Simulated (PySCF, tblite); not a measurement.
C6H8O2.
Atom-mapped SMILES: `[CH2:1]=[CH:2]/[CH:3]=[CH:4]\[O:5][C:6]([CH3:7])=[O:8]` (hydrogens: H9, H10 on C1; H11 on C2; H12 on C3; H13 on C4; H14, H15, H16 on C7)

Cartesian coordinates in Å at the GFN2-xTB level; atoms count from 1:
```
atom  x, y, z in Å
C1    -2.9184    1.6836    0.3420
C2    -1.7584    1.0590    0.1640
C3    -1.6019   -0.3720    0.2745
C4    -0.4513   -1.0250    0.1003
O5     0.7153   -0.3680   -0.2069
C6     1.8427   -1.0915   -0.3658
C7     2.9954   -0.1834   -0.6940
O8     1.8943   -2.2858   -0.2568
H9    -3.8185    1.1414    0.5822
H10   -3.0100    2.7522    0.2539
H11   -0.8639    1.6168   -0.0764
H12   -2.4812   -0.9510    0.5143
H13   -0.3546   -2.0996    0.1872
H14    3.1305    0.5333    0.1127
H15    3.8993   -0.7698   -0.8251
H16    2.7732    0.3688   -1.6043
```

Method used: PBE0/pcSseg-1 in PySCF (dipole) on a GFN2-xTB geometry, gas phase.

Take the most abundant isotopes and a rigid rotor. The values belong to one conformer with, in the numbering `[CH2:1]=[CH:2]/[CH:3]=[CH:4]\[O:5][C:6]([CH3:7])=[O:8]`, C1–C2–C3–C4 180°, C3–C4–O5–C6 180°, C4–O5–C6–C7 180°.

(1) Give the principal moments of inertia and the rotational constants in MHz.

(2) Classify the top.

(3) What does the inertial defect say?

(4) Give the other two planar moments, Paa and Pbb, and the rms extents of the mass along the axes.

(5) List the rotational levels J(Ka,Kc) to J = 5 (cm⁻¹).

(6) Which lines would a microwave search look for?

(7) Estimate the classical rotational partition function at 50 K, 100 K and 298.15 K.

Answers

(1) Ia = 84.51, Ib = 545.95, Ic = 627.33 u·Å²; 505379 MHz·u·Å²/I gives A = 5980, B = 925.7, C = 805.6 MHz.

(2) A near-prolate asymmetric top: κ = (2 × 925.7 − 5980 − 805.6)/(5980 − 805.6) = -0.95.

(3) Not planar: Δ = Ic − Ia − Ib = -3.13 u·Å². For a rigid frame Δ = −2 Σ m c², so Σ m c² = 1.56 u·Å² lies off the ab plane, practically all of it from hydrogen. The atom farthest from that plane is 0.88 Å away.

(4) Paa = Σ m a² = (Ib + Ic − Ia)/2 = 544.39 and Pbb = Σ m b² = (Ia + Ic − Ib)/2 = 82.94 u·Å². With the mass M = 112.05 u, the rms extents √(P/M) along a, b and c are 2.20, 0.86, 0.12 Å.

(5) Above 0(0,0):
J = 1: 1(0,1) 0.0577, 1(1,1) 0.2264, 1(1,0) 0.2304
J = 2: 2(0,2) 0.1732, 2(1,2) 0.3379, 2(1,1) 0.3499, 2(2,1) 0.8557, 2(2,0) 0.8558
J = 3: 3(0,3) 0.3461, 3(1,3) 0.5050, 3(1,2) 0.5291, 3(2,2) 1.0289, 3(2,1) 1.0293, 3(3,1) 1.8820, 3(3,0) 1.8820
J = 4: 4(0,4) 0.5764, 4(1,4) 0.7279, 4(1,3) 0.7679, 4(2,3) 1.2599, 4(2,2) 1.2609, 4(3,2) 2.1132, 4(3,1) 2.1132, 4(4,1) 3.3073, 4(4,0) 3.3073
J = 5: 5(0,5) 0.8638, 5(1,5) 1.0063, 5(1,4) 1.0664, 5(2,4) 1.5485, 5(2,3) 1.5509, 5(3,3) 2.4022, 5(3,2) 2.4022, 5(4,2) 3.5962, 5(4,1) 3.5962, 5(5,1) 5.1316, 5(5,0) 5.1316
The levels of one J sum to (2J + 1)J(J + 1)(A + B + C)/3.

(6) The dipole components are |μa| = 0.66 D, |μb| = 1.68 D, |μc| = 0.00 D; the mirror of this Cs structure is the ab plane, so μc vanishes by symmetry and there are no c-type lines. Intensities carry the squares of the components, which stand as 0.15 : 1.00 (a : b). Some lines, for components of 0.1 D or more:

```tsv
type	branch	J(Ka,Kc)	MHz	lower level (cm⁻¹)
a	Q	2(1,1) ← 2(1,2)	360	0.338
a	R	1(0,1) ← 0(0,0)	1731	0.000
a	R	2(1,2) ← 1(1,1)	3342	0.226
a	R	2(0,2) ← 1(0,1)	3460	0.058
a	R	2(1,1) ← 1(1,0)	3583	0.230
b	Q	1(1,0) ← 1(0,1)	5175	0.058
b	Q	2(1,1) ← 2(0,2)	5297	0.173
b	R	1(1,1) ← 0(0,0)	6786	0.000
b	R	2(1,2) ← 1(0,1)	8397	0.058
b	Q	2(2,0) ← 2(1,1)	15166	0.350
b	Q	2(2,1) ← 2(1,2)	15524	0.338
b	R	2(2,1) ← 1(1,0)	18747	0.230
b	R	2(2,0) ← 1(1,1)	18869	0.226
```

(7) Point group Cs, symmetry number σ = 1; q = (√π/σ)·√((kT/h)³/(ABC)), k/h = 20836.6 MHz/K: 28200 at 50 K, 79800 at 100 K, 411000 at 298.15 K.

Its GFN2-xTB frequencies are all real (lowest 27 cm⁻¹). Constants of a rigid frame at the computed geometry: no zero-point averaging, no centrifugal distortion. A rigid rotor knows nothing of internal rotation, which can split or shift real lines.

Time: 41 s wall; peak memory 0.79 GiB. Hardware: one thread, Arm Neoverse N1 (aarch64), shared host. This is the PBE0/pcSseg-1 job that gave the dipole, with the shieldings it also computed.
